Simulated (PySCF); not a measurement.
# Vertical excitation energies

Species: C5H8OSi.
Cartesian coordinates in Å at the GFN2-xTB level; atoms count from 1:
```xyz
15
C5H8OSi angstrom
C     -1.623    0.029   -2.492
C     -1.280   -0.262   -1.119
C     -0.972   -0.492    0.022
C     -0.658   -0.781    1.363
C      0.496   -0.478    1.963
O      1.560    0.142    1.439
Si     1.975    0.760   -0.008
H     -1.057    0.893   -2.842
H     -2.689    0.242   -2.576
H     -1.385   -0.826   -3.126
H     -1.420   -1.288    1.938
H      0.653   -0.738    3.005
H      3.310    1.224    0.350
H      1.999   -0.272   -1.044
H      1.088    1.854   -0.399
```

Computed, not measured: TDDFT PBE0/def2-SVPD, vertical, gas phase, core orbitals frozen in the response (PySCF).

```tsv
state	E (eV)	E (kJ/mol)	λ (nm)	f	main configurations (H = HOMO, L = LUMO)
S1	5.25	507	236.1	0.070	H→L+1 (62%), H→L (27%)
S2	5.29	511	234.3	0.182	H→L (63%), H→L+1 (26%)
S3	5.53	534	224.1	0.0002	H-1→L (95%)
S4	5.93	572	209.1	0.0027	H→L+2 (97%)
S5	5.99	578	206.9	0.0004	H→L+3 (69%), H→L+4 (14%)
S6	6.48	625	191.4	0.0098	H→L+4 (71%), H→L+3 (20%)
```

Triplets, Tamm–Dancoff:

| state | E (eV) | λ (nm) | main configurations (H = HOMO, L = LUMO) |
| --- | --- | --- | --- |
| T1 | 3.36 | 368.7 | H→L (95%) |
| T2 | 5.00 | 247.8 | H→L+1 (50%), H-1→L (26%), H→L+3 (11%) |

The lowest singlet lies at 5.25 eV (236 nm, ultraviolet) and is of moderate strength; its leading configuration is HOMO→LUMO+1 (62%). The strongest level in the table is S2 at 5.29 eV (234 nm, f = 0.182). Löwdin shares by element: HOMO carbon 75% or more (atoms not listed hold the other 25%); LUMO carbon 73% or more (atoms not listed hold the other 27%). Weighted by f, the mean energy of these states is 5.33 eV. Of the 6 states listed, 2 reach f = 0.01 and 2 stay under 0.0005. The oscillator strengths of these states sum to 0.266; summed over the whole spectrum of an exact calculation they would give the number of electrons, 60 (Thomas–Reiche–Kuhn). Only the lowest 6 singlets were computed, as vertical energies without vibronic structure.

One conformer stands for the species.
